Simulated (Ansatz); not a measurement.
Basis-set extrapolation for ClH5OSi2, SMILES `O[SiH]([SiH3])Cl` (PBE0-D4/def2-TZVP geometry, frozen core, the Gaussian-basis code of Ansatz). Multiplicity 1, RHF reference.

|  | def2-TZVPP | def2-QZVPP |
| --- | --- | --- |
| HF | -1115.310544 | -1115.345277 |
| MP2 correlation | -0.676801 | -0.735812 |
| CCSD(T) correlation | -0.756639 | not run |

Energies in hartree. Use E(X) = E(∞) + A·exp(−7.88·√X) for Hartree–Fock and E(X) = E(∞) + B·X^(−2.97) for correlation, with X = 3 and 4, and add CCSD(T) minus MP2 of the smaller set to the MP2 limit.

Q: What is the CCSD(T) energy at the basis-set limit?

A: HF limit: -1115.345277 + (-0.034733) × 0.13774 = -1115.35006. MP2 limit: -0.735812 + (-0.059011) × 0.74074 = -0.77952. Higher-order term: -0.756639 − (-0.676801) = -0.07984. Total: -1116.20942 hartree, 3.87 eV below CCSD(T)/def2-TZVPP.
